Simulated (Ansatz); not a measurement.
Total energies of GaH5P2 (`P[PH][GaH2]`).

```
atom   x (Å)   y (Å)   z (Å)
  P1   0.457  -1.117   0.115
  P2  -0.308   0.269  -1.464
 Ga3   0.007   1.369   0.599
  H4  -0.379  -2.244  -0.031
  H5   1.621  -1.622  -0.503
  H6  -1.649  -0.070  -1.135
  H7   1.448   1.931   0.831
  H8  -1.196   1.484   1.589
```

The species carries charge 0 and has multiplicity 1. Correlated methods include outer-core shells of Ga, which these sets cover unevenly. Scalar relativity is left out up to krypton. Geometry: relaxed with PBE0-D4/def2-TZVP. It is one conformer, not always the lowest. Basis def2-TZVPP, Ansatz.

RPA on PBE orbitals: Hartree–Fock energy of these orbitals -2607.57896 Eh, correlation -0.96329 Eh (frozen core).

| functional | energy without D4 (Eh) | D4 term (kJ/mol) |
| --- | --- | --- |
| LDA (SPW92) | -2604.98750 | – |
| revPBE | -2610.30869 | -57.2 |
| r2SCAN | -2610.51423 | -4.8 |
| B97M-V | -2610.04052 | – |
| PBE0 | -2610.06289 | -18.8 |
| B3LYP | -2610.66822 | -36.5 |
| r2SCANh | -2610.49922 | -5.3 |
| r2SCAN0 | -2610.47817 | -6.0 |
| BHLYP | -2610.53803 | -32.7 |
| CAM-B3LYP | -2610.70075 | -19.5 |
| LC-ωPBE | -2610.11946 | – |
| ωB97X-V | -2610.29039 | – |
| ωB97M-V | -2610.41212 | – |
| PBE-QIDH | -2609.55156 | – |

**Question.** Give the same for PBE, BLYP, HSE06 (plane-wave form), B2PLYP. (An estimate is asked.)

**Answer.** Ansatz gave: 
```tsv
functional	energy without D4 (Eh)	D4 term (kJ/mol)
PBE	-2609.96085	-22.2
BLYP	-2610.62770	-47.7
HSE06 (plane-wave form)	-2610.04782	-17.8
B2PLYP	-2609.95379	–
```

B3LYP takes the VWN-RPA correlation (the form of Gaussian; ORCA's B3LYP/G). HSE06 is the plane-wave form, built on full-range PBE exchange. The double hybrids freeze the cores in their second-order part.

LC-ωPBE has ω = 0.4 bohr⁻¹.
